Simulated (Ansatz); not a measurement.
System: C2H7ClSi2, net charge 0, singlet state. 
Coordinates optimised at B3LYP-D3(BJ)/def2-TZVP (Ansatz, a program for electronic structure):
SMILES: C=C[SiH2][SiH2]Cl
```xyz
12

C     -3.1280     0.4618    -0.0070
C     -1.9262     0.3177    -0.5623
Si    -0.8021    -1.1309    -0.2418
Si     1.1438    -0.3708     0.8236
Cl     1.9558     1.1354    -0.3658
H     -3.5450    -0.2844     0.6609
H     -3.7496     1.3307    -0.1961
H     -1.5643     1.1043    -1.2200
H     -1.4954    -2.1191     0.6227
H     -0.3944    -1.7872    -1.5089
H      0.8621     0.2210     2.1512
H      2.1781    -1.4193     0.9788
```

Wanted: vertical ionisation energy (to the doublet state of charge +1; each state is the SCF solution reached for its spin; for the doublet T1 is 0.082), in eV. Correlated levels leave the core frozen unless marked. Open shells are spin-unrestricted. No spin-orbit coupling. Non-relativistic. Basis-set limits of correlation are two-point, X^-3; Hartree-Fock from the larger set. [CCSD(T)-MP2]/basis is that difference in the basis named.

```
level                                                                      program  vertical ionisation energy (eV)
-------------------------------------------------------------------------  -------  -------------------------------
HF/aug-cc-pV(D+d)Z                                                          Ansatz                             8.80
HF/aug-cc-pV(T+d)Z                                                          Ansatz                             8.79
HF/aug-cc-pV(Q+d)Z                                                          Ansatz                             8.80
SVWN5/def2-TZVPD                                                            Ansatz                             9.27
CAM-B3LYP/def2-TZVPD                                                        Ansatz                             9.67
wB97M-V/def2-TZVPD                                                          Ansatz                             9.71
wB97X-V/def2-TZVPD                                                          Ansatz                             9.77
B2PLYP/def2-TZVPD                                                           Ansatz                             9.58
MP2/aug-cc-pV(T+d)Z                                                         Ansatz                            10.43
RI-MP2/aug-cc-pV(T+d)Z                                                      Ansatz                            10.43
SCS-MP2/aug-cc-pV(D+d)Z                                                     Ansatz                            10.24
CCSD/aug-cc-pV(T+d)Z                                                        Ansatz                             9.90
CCSD(T)/aug-cc-pV(T+d)Z                                                     Ansatz                             9.88
RI-MP2/CBS(aug-cc-pV(T+d)Z,aug-cc-pV(Q+d)Z)+[CCSD(T)-MP2]/aug-cc-pV(D+d)Z   Ansatz                             9.95
RI-MP2/CBS(aug-cc-pV(T+d)Z,aug-cc-pV(Q+d)Z)+[CCSD(T)-MP2]/aug-cc-pV(T+d)Z   Ansatz                             9.96
```
